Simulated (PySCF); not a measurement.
# How methods differ on the excitation energy of Ga

Ga [Ar] 3d10 4s2 4p1 (2P) → Ga [Ar] 3d10 4s2 5s1 (2S), as a difference of total energies. Computed with PySCF 2.14 in aug-cc-pVTZ-DK (7s6p4d2f, 59 functions), with the spin-free X2C one-electron Hamiltonian (Gaussian nucleus). Correlated levels: valence: [Ar] 3d10 frozen. The calculations carry no spin-orbit coupling.

```
           method  excitation energy (cm⁻¹)
              UHF                     22631
    MP2 (valence)                     23342
SCS-MP2 (valence)                     23344
   CCSD (valence)                     23652
```

Estimate what CCSDT (valence) gives.

23732 cm⁻¹, closest to CCSD (valence) among the rows shown.

Estimate what CCSD(T) (valence) gives.

23715 cm⁻¹, closest to CCSD (valence) among the rows shown.

Errors of the correlated levels include the incompleteness of this basis and the frozen core.

For comparison: 24238 cm⁻¹ (measured; NIST levels, between the centres of gravity of the two terms).
